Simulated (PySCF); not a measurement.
ZnF: input and log

State: ²Σ⁺ (doublet), unpaired electrons σ ↑.

An equivalent input (the run itself took its basis sets from the Basis Set Exchange, started from a PBE0 density and held the occupation σ 10α 9β, πx 4α 4β, πy 4α 4β, δx 1α 1β, δy 1α 1β):

```python
from pyscf import gto, dft
mol = gto.M(atom='Zn 0 0 0; F 0 0 1.795', basis={'Zn': 'def2-TZVPPD', 'F': 'def2-TZVPPD'},
            charge=0, spin=1, verbose=4, symmetry='C2v')
mf = dft.UKS(mol, xc='R2SCAN')
mf.grids.atom_grid = (80, 434)
mf.grids.prune = dft.gen_grid.treutler_prune
mf.irrep_nelec = {'A1': (11, 10), 'A2': (1, 1), 'B1': (4, 4), 'B2': (4, 4)}
mf.conv_tol = 1e-9
mf.max_cycle = 60
mf.diis_space = 10
mf.kernel()
```

The log (some set-up lines and the per-cycle HOMO/LUMO lines removed):

```
******** <class 'pyscf.dft.uks_symm.SymAdaptedUKS'> ********
method = SymAdaptedUKS
damping factor = 0
level_shift factor = 0
DIIS = <class 'pyscf.scf.diis.CDIIS'>
diis_start_cycle = 1
diis_space = 10
diis_damp = 0
SCF conv_tol = 1e-09
SCF conv_tol_grad = None
SCF max_cycles = 60
number electrons alpha = 20  beta = 19
Set gradient conv threshold to 3.16228e-05
init E= -1879.221335812
cycle= 1 E= -1879.22226406289  delta_E= -0.000928  |g|= 0.0319  |ddm|= 0.0991
cycle= 2 E= -1879.22151751913  delta_E= 0.000747  |g|= 0.0733  |ddm|= 0.0428
cycle= 3 E= -1879.2224780466  delta_E= -0.000961  |g|= 0.00361  |ddm|= 0.0244
cycle= 4 E= -1879.22247840212  delta_E= -3.56e-07  |g|= 0.00256  |ddm|= 0.00264
cycle= 5 E= -1879.22248057061  delta_E= -2.17e-06  |g|= 0.000456  |ddm|= 0.00185
cycle= 6 E= -1879.22248064262  delta_E= -7.2e-08  |g|= 0.000181  |ddm|= 0.000494
cycle= 7 E= -1879.22248065184  delta_E= -9.22e-09  |g|= 2.37e-05  |ddm|= 0.000157
cycle= 8 E= -1879.22248065205  delta_E= -2.09e-10  |g|= 8.13e-06  |ddm|= 1.91e-05
Extra cycle  E= -1879.22248065203  delta_E= 1.68e-11  |g|= 1.71e-05  |ddm|= 1.21e-05
converged SCF energy = -1879.22248065203  <S^2> = 0.75377523  2S+1 = 2.0037717
```

Repeating this along the bond gives Re = 1.781 Å and ωe = 604 cm⁻¹.

A point of this curve took 2.9 CPU seconds beside 1.1 for the integrals, on Intel Xeon Platinum 8375C @ 2.90GHz (shared host).

The state is the lowest determinant that a PBE0 search found; another state may lie lower at other levels.
